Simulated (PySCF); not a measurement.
**Correlation energy of B⁺ (boron, charge +1)**

[He] 2s1 3s1, high-spin 3S determinant (an excited configuration). Calculation: PySCF 2.14, in x2c-TZVPPall with one added diffuse shell each of s, p, d type (6s4p3d1f, 40 functions); the spin-free X2C one-electron Hamiltonian (Gaussian nucleus). Frozen: nothing; 4 electrons correlated.

```json
{"level": "CCSD", "correlation energy (mhartree)": "-23.88"}
{"level": "(T)", "correlation energy (mhartree)": "-0.07"}
{"level": "CCSD(T)", "correlation energy (mhartree)": "-23.95"}
```

Diagnostics: T1 = 0.0080, D1 = 0.0226, largest double amplitude 0.076.

The outer electron is Rydberg-like, and this basis confines it to a smaller radius and binds it less than a complete one would.

Cost of the coupled-cluster step: of the order of 0.6 core-seconds, for 4 correlated electrons.

This basis was not built for core-valence correlation, so the inner-shell part is incomplete.
